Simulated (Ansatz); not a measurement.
chloro(silylmethyl)silane (CH7ClSi2), SMILES [SiH3]C[SiH2]Cl.

Geometry optimised at PBE0-D3(BJ)/def2-SVP. One conformer was computed; it need not be the lowest.

Two levels are set side by side: PBE/def2-SVPD (Ansatz, a first-principles code) and CAM-B3LYP/def2-SVPD (Ansatz). Energy differences of separate SCF runs at the same geometry; the states with an electron removed or added have multiplicity 2 and 2. Differences are taken from unrounded values.

```tsv
quantity	CAM-B3LYP	PBE	PBE minus CAM-B3LYP
vertical ionisation energy (eV)	10.91	10.18	-0.73
vertical singlet–triplet gap (eV)	7.40	6.49	-0.91
```
